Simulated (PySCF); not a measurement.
Assignment exercise: C6H9N3

Mapped SMILES: `[CH2:1]=[CH:2][n:3]1[cH:4][c:5]([CH2:6][CH3:7])[n:8][n:9]1`. Each H is labelled by its parent atom. Ha(C1) is cis to N3; Hb(C1) is trans to N3.

No relativistic terms, in vacuum, one computed conformer, one averaged value for each set of equivalent atoms. GIAO PBE0/pcSseg-1 shieldings; geometry: GFN2-xTB; PySCF 2.14.

References, each an isolated molecule treated in the same way: 13C, 1H against TMS.

Problem. Assign these signals to the numbered atoms. 13C{1H} NMR (computed): δ 156.3 (C), 139.3 (CH), 121.4 (CH), 103.4 (CH2), 24.1 (CH2), 20.6 (CH3).

Solution. 
156.3 → C5, substituted aromatic carbon next to a ring nitrogen
139.3 → C2, alkene CH: the olefinic region
121.4 → C4, aromatic CH next to a ring nitrogen
103.4 → C1, terminal =CH2 carbon: the olefinic region
24.1 → C6, sp3 CH2 on an aromatic ring: aliphatic region, no heteroatom directly attached
20.6 → C7, methyl carbon: aliphatic region, no heteroatom directly attached

Problem. Assign these signals to the numbered atoms. 1H NMR (600 MHz, computed): δ 7.79 (s, 1H), 7.66 (m, 1H), 5.51 (m, 1H), 5.18 (m, 1H), 2.90 (q, 2H), 1.29 (t, 3H).

Solution. 
7.79 → H(C4), hydrogen on an aromatic CH next to a ring nitrogen: aromatic region
7.66 → H(C2), hydrogen on an alkene CH: olefinic region
5.51 → Ha(C1), hydrogen on a terminal =CH2 carbon: a vinylic proton, deshielded by the sp2 carbon and the C=C anisotropy
5.18 → Hb(C1), hydrogen on a terminal =CH2 carbon
2.90 → H(C6), hydrogen on an sp3 CH2 on an aromatic ring: benzylic-type position, deshielded by the ring
1.29 → H(C7), hydrogen on a methyl carbon

Shifts are as computed. Against solution values, carbons near 30 ppm lie about +3 ppm off and those near 130 ppm about +5 ppm. Of 1211 compounds with measured shifts, 218 miss one by over three times the rms of a fit or turn the order of signals round; such compounds aren't used in these exercises. Multiplicities follow the n + 1 count of equivalent neighbours, as no J values were calculated; m marks all less simple cases, F and P coupling included.
